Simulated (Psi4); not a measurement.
Intermolecular potential of CH4 ··· CF4 (SMILES C and FC(F)(F)F). Monomers: optimised at B3LYP-D3(BJ) (def2-TZVP), held rigid. Orientation: a random orientation, not optimised. Only R, the distance of the centres of mass, is varied, so the lowest point isn't the relaxed dimer.

Geometry at R = 4.60 Å (first 5 atoms: monomer A):
```
10

C      0.0000     0.0000     0.0000
H     -0.0390     0.1355     1.0800
H     -0.6809    -0.7989    -0.2905
H     -0.2948     0.9254    -0.4929
H      1.0147    -0.2620    -0.2966
F     -1.0494    -1.6147     5.1735
C     -0.1834    -0.8560     4.5159
F     -0.0964    -1.2713     3.2597
F     -0.5950     0.4045     4.5371
F      1.0072    -0.9423     5.0934
```

- PBE/def2-TZVP, counterpoise-corrected (Psi4)
- PBE-D3(BJ)/def2-TZVP, counterpoise-corrected (Psi4)
- SAPT0/jun-cc-pVDZ, frozen core (Psi4)

Interaction energies in kcal/mol; the last columns give the difference from SAPT0:

```tsv
R / Å	PBE/def2-TZVP	PBE-D3(BJ)/def2-TZVP	SAPT0/jun-cc-pVDZ	PBE/def2-TZVP − SAPT0/jun-cc-pVDZ	PBE-D3(BJ)/def2-TZVP − SAPT0/jun-cc-pVDZ
4.01	2.62	2.02	2.70	-0.08	-0.69
4.22	1.03	0.52	1.09	-0.07	-0.57
4.42	0.32	-0.10	0.39	-0.07	-0.49
4.60	0.03	-0.32	0.10	-0.07	-0.42
4.78	-0.09	-0.38	-0.03	-0.06	-0.35
5.04	-0.13	-0.35	-0.10	-0.04	-0.26
5.32	-0.11	-0.27	-0.10	-0.01	-0.18
5.61	-0.08	-0.19	-0.08	0.00	-0.11
6.11	-0.03	-0.10	-0.05	0.02	-0.05
6.83	0.00	-0.04	-0.02	0.02	-0.01
7.81	0.00	-0.01	-0.01	0.01	0.00
9.13	0.00	0.00	0.00	0.00	0.00
```

PBE/def2-TZVP is furthest from SAPT0/jun-cc-pVDZ at 4.01 (-0.08 kcal/mol, below); its mean absolute difference over the points is 0.04 kcal/mol.

PBE-D3(BJ)/def2-TZVP is furthest from SAPT0/jun-cc-pVDZ at 4.01 (-0.69 kcal/mol, below); its mean absolute difference over the points is 0.26 kcal/mol.
